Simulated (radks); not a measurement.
The numbers below are computed, except where a source is named.
Q: Ionisation of Sn16+, [Ar] 3d10 4s2 4p4, to Sn17+, [Ar] 3d10 4s2 4p3, under several functionals. Scalar-relativistic Kohn-Sham, spin-unpolarised, spherical densities, finite nucleus; a radial shooting solver on a logarithmic mesh with Libxc functionals. Known Delta-SCF values: B86b exchange with PBE correlation 441.74 eV; revPBE 441.63 eV. What does SCAN give, and what is its highest occupied eigenvalue?

A: 442.31 eV by Delta-SCF; the 4p eigenvalue is -428.06 eV. NIST: 437 eV (theoretical).

Beside tabulated values, note that spin-unpolarised runs miss the spin-polarisation part of the exchange energy of open shells.
